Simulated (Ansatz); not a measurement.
```yaml
crystal:
  periodic: [false, false, false]
  atoms:
    - {symbol: Cs, position_ang: [0.326341, -4.844230, -4.831771]}
    - {symbol: Cl, position_ang: [-0.224523, -4.940938, -1.691074]}
    - {symbol: Cs, position_ang: [0.424708, -5.004434, 1.629502]}
    - {symbol: Cl, position_ang: [-0.024725, -4.818975, 4.803050]}
    - {symbol: Cl, position_ang: [-0.178812, -1.696265, -4.912356]}
    - {symbol: Cs, position_ang: [-1.018239, -1.607039, -1.589258]}
    - {symbol: Cl, position_ang: [0.052146, -1.647364, 1.629991]}
    - {symbol: Cs, position_ang: [-0.390675, -1.634497, 4.980846]}
    - {symbol: Cs, position_ang: [0.401738, 1.636160, -4.977864]}
    - {symbol: Cl, position_ang: [-0.075317, 1.646900, -1.632131]}
    - {symbol: Cs, position_ang: [1.006166, 1.604619, 1.583394]}
    - {symbol: Cl, position_ang: [0.198989, 1.697325, 4.913689]}
    - {symbol: Cl, position_ang: [0.045035, 4.821069, -4.797782]}
    - {symbol: Cs, position_ang: [-0.446900, 5.003414, -1.630073]}
    - {symbol: Cl, position_ang: [0.213762, 4.938944, 1.688206]}
    - {symbol: Cs, position_ang: [-0.309673, 4.845291, 4.833630]}
basis:
  gaussian: {orbitals: def2-TZVP}
magnetization: {spin_polarized: true, initial_magnetization: 2}
hamiltonian: {xc: pbe0, dispersion: d4}
scf: {omitted_lower_state_checks: [starts]}
output: {orbitals: {seedname: orbitals}}
```

```sh
$ ansatz run in.yaml --threads 4 --pin off --events-out ev --progress --plain --max-ram 6963MiB
```

(1) Does this run fit into the memory that it is given?

## Answers

(1) No. It has 528 basis functions, and Ansatz plans for 12 GiB where 7 GiB are given.
